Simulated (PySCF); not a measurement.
C3H4BNO2, SMILES B(C=O)(O)CC#N. Geometry optimised at B3LYP-D3(BJ)/def2-SVP. The structure was generated by enumeration, and PubChem lists no compound with its InChIKey, so it may never have been made. Other conformers were not sampled.

Q: Give the equilibrium geometry at B3LYP-D3(BJ)/def2-SVP (PySCF confirms it by a frequency run) as Cartesian coordinates in Å, and its point group. (An estimate is asked for; the answer gives what the named calculation found.)

A: One answer among several that fit: point group Cs.
```xyz
11

N      0.9071     2.7703     0.0000
C      0.0258     2.0177     0.0000
C     -1.0377     1.0206     0.0000
B     -0.5198    -0.4783     0.0000
O     -1.4027    -1.4835     0.0000
C      1.0268    -0.9635     0.0000
O      1.2218    -2.1669     0.0000
H     -1.6890     1.1698    -0.8800
H     -1.6890     1.1698     0.8800
H     -0.9078    -2.3287     0.0000
H      1.8932    -0.2567     0.0000
```
